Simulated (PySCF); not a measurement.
Radial density of P²⁺ (phosphorus, charge +2)

UHF, [Ne] 3s2 3p1, 2P determinant. Calculation: PySCF 2.14, in aug-cc-pV(D+d)Z; the non-relativistic Hamiltonian (point nucleus).

```tsv
r (bohr)	4πr²ρ (e/bohr)	4πr²(ρα − ρβ)
0.00147	0.05685	0.0000
0.00247	0.1565	0.0000
0.00416	0.4200	0.0000
0.00700	1.093	0.0000
0.0118	2.678	0.0001
0.0198	5.966	0.0003
0.0333	11.29	0.0010
0.0560	16.38	0.0044
0.0942	15.81	0.0185
0.159	11.02	0.0615
0.267	13.59	0.1142
0.448	15.00	0.0599
0.754	5.392	0.0280
1.27	1.999	0.4464
2.13	1.377	0.4949
3.59	0.1221	0.0605
6.04	0.0004891	0.0004
10.2	1.868e-05	0.0000
```
